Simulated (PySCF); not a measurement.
PySCF input file for C3H8OSi, SMILES OC1([SiH3])CC1, PBE/pcSseg-1. Coordinates come from a B3LYP-D3(BJ)/def2-SVP optimisation. This is a generated structure with no PubChem entry under its InChIKey; it may be hypothetical. One conformer was computed; it need not be the lowest.

```python
import numpy as np
from pyscf import gto, scf, dft
from pyscf.prop.nmr import rks as nmr

mol = gto.M(
    atom='''
    O     0.02832332    1.66453967    0.08003692
    C    -0.20068182    0.27100707    0.04275374
    Si    1.34988278   -0.74650705   -0.29270702
    C    -1.22544851   -0.19886116    1.04201797
    C    -1.57237298   -0.18552224   -0.42142551
    H     0.19296313    1.95902206   -0.82637462
    H     1.00290869   -2.19695009   -0.37521700
    H     1.94743553   -0.31455812   -1.59312645
    H     2.36030369   -0.53789729    0.78308704
    H    -1.07839389   -1.15760748    1.54798170
    H    -1.65170231    0.59101122    1.66614179
    H    -1.66706738   -1.13562263   -0.95582252
    H    -2.24037331    0.60764183   -0.76914417
    ''',
    basis='pcSseg-1',
    charge=0,
    spin=0,
    max_memory=1600,
    verbose=3,
)
mf = dft.RKS(mol, xc='pbe')
mf.grids.level = 3
mf.conv_tol = 1e-10
mf.max_cycle = 100
mf.kernel()
n = nmr.NMR(mf)
n.verbose = 2
n.max_cycle_cphf = 60
sigma = n.kernel()
print('atom   isotropic/ppm   span/ppm')
for i, s in enumerate(sigma):
    w = np.linalg.eigvalsh((s + s.T) / 2)
    print(f'{mol.atom_symbol(i):2s}{i + 1:3d} {w.mean():14.3f} {w[2] - w[0]:11.3f}')
```

Log of the run:

```
converged SCF energy = -483.376070898683
atom   isotropic/ppm   span/ppm
O   1        261.840      72.286
C   2        133.314     126.399
Si  3        399.618      96.320
C   4        163.957      66.134
C   5        162.849      74.362
H   6         30.918      19.711
H   7         27.589       9.075
H   8         27.084       7.966
H   9         26.925       8.448
H  10         30.519      13.954
H  11         30.184      12.395
H  12         30.626      14.121
H  13         30.692      12.431
```

The run converged.
